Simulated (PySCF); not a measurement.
## Electron correlation in Pd³¹⁺ (palladium, charge +31)

[Ne] 3s2 3p3, high-spin 4S determinant. Computed with PySCF 2.14 in an even-tempered Gaussian basis (18 s from 4.7 bohr⁻², ratio 2.5; 12 p from 6.1 bohr⁻², ratio 2.5; 5 d from 26 bohr⁻², ratio 2.7; 4 f from 38 bohr⁻², ratio 2.7), with the spin-free X2C one-electron Hamiltonian (Gaussian nucleus). Frozen: 1s2; 13 electrons correlated; the 22 highest virtual orbitals of each spin left out.

| level | correlation energy (mhartree) |
| --- | --- |
| CCSD | -518.00 |
| (T) | -1.11 |
| CCSD(T) | -519.11 |

Diagnostics: T1 = 0.00038, D1 = 0.0012, largest double amplitude 0.025.

Spin-orbit coupling is strong in this species (close to jj coupling), so the high-spin LS determinant is a model state, not a physical level.

Cost of the coupled-cluster step: roughly 27 core-seconds, for 13 correlated electrons.

Iterations:

```
CC2 = 0
CCSD nocc = (np.int64(8), np.int64(5)), nmo = (84, 84)
frozen orbitals [[0, 85, 86, 87, 88, 89, 90, 91, 92, 93, 94, 95, 96, 97, 98, 99, 100, 101, 102, 103, 104, 105, 106], [0, 85, 86, 87, 88, 89, 90, 91, 92, 93, 94, 95, 96, 97, 98, 99, 100, 101, 102, 103, 104, 105, 106]]
max_cycle = 100
direct = 0
conv_tol = 1e-08
conv_tol_normt = 1e-06
diis_space = 8
diis_start_cycle = 0
Init t2, MP2 energy = -0.503442144517226
Init E_corr(UCCSD) = -0.503442144517247
cycle = 1  E_corr(UCCSD) = -0.515035578051779  dE = -0.0115934335  norm(t1,t2) = 0.0103084
cycle = 2  E_corr(UCCSD) = -0.517394246241905  dE = -0.00235866819  norm(t1,t2) = 0.00226122
cycle = 3  E_corr(UCCSD) = -0.518005218111624  dE = -0.00061097187  norm(t1,t2) = 0.000519034
cycle = 4  E_corr(UCCSD) = -0.51800101193154  dE = 4.20618008e-06  norm(t1,t2) = 1.7761e-05
cycle = 5  E_corr(UCCSD) = -0.518000970668644  dE = 4.12628953e-08  norm(t1,t2) = 2.03768e-07
cycle = 6  E_corr(UCCSD) = -0.518000984222577  dE = -1.35539325e-08  norm(t1,t2) = 1.07658e-08
cycle = 7  E_corr(UCCSD) = -0.518000984115908  dE = 1.06668563e-10  norm(t1,t2) = 7.55453e-10
UCCSD converged
E(UCCSD) = -4317.141538763562  E_corr = -0.5180009841159084
UCCSD(T) correction = -0.00110970773079788
```

At this charge the one-electron X2C treatment keeps the bare 1/r₁₂, with no two-electron picture change or Breit term. The effect here is smaller than on the frozen 1s shell; and a scalar Hamiltonian misses the large spin-orbit splitting of the p shells, which matters for ns² → np² pairs.

Spin-orbit coupling is strong in this species, so the high-spin LS determinant is a model state.
